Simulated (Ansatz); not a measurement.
Breaking the Zn1–H2 bond in GeH4Zn (SMILES [ZnH][GeH3]) (multiplicity 1 held, fragments rigid). Energies count from the point at 1.556 Å.
Geometry at that point (charge 0, multiplicity 1):
```xyz
6

Zn    -0.792    -0.190    -0.993
H     -1.752    -0.421    -2.196
Ge     0.698     0.168     0.875
H      1.762    -0.945     1.006
H      1.476     1.498     0.765
H     -0.047     0.214     2.227
```

Unrestricted levels (U-) break spin symmetry where that is lower. Active spaces are followed from a long bond inwards. Levels need not reach the same state.

Cores are frozen in the correlated methods. Filled d and f shells under p-block atoms count as core.

Programs: Ansatz (Gaussian basis) for Hartree–Fock, density functionals and correlated methods. Each number belongs to the level named beside it.

Energies in eV.

| R (Å) | U-HF/def2-SVP | U-CCSD(T)/def2-SVP | CASSCF(2,2)/def2-SVP | FIC-MRCISD+Q on CASSCF(2,2)/def2-SVP |
|---|---|---|---|---|
| 1.245 | 1.18 | 0.98 | 1.23 | 1.00 |
| 1.401 | 0.27 | 0.20 | 0.31 | 0.20 |
| 1.556 | 0.00 | 0.00 | 0.00 | 0.00 |
| 1.712 | 0.07 | 0.11 | 0.03 | 0.11 |
| 1.867 | 0.34 | 0.39 | 0.23 | 0.38 |
| 2.101 | 0.90 | 0.92 | 0.67 | 0.91 |
| 2.334 | 1.52 | 1.47 | 1.17 | 1.46 |
| 2.723 | 2.13 | 2.28 | 1.90 | 2.23 |
| 3.112 | 2.38 | 2.84 | 2.43 | 2.76 |
| 3.579 | 2.49 | 3.15 | 2.77 | 3.09 |
| 4.202 | 2.53 | 3.24 | 2.94 | 3.24 |
| 4.980 | 2.54 | 3.25 | 2.98 | 3.28 |

Doubts at one or more of the structures used: a spin-contaminated determinant (U-HF/def2-SVP, U-CCSD(T)/def2-SVP); T1 above 0.05 (U-CCSD(T)/def2-SVP).

Ansatz is a first-principles code.
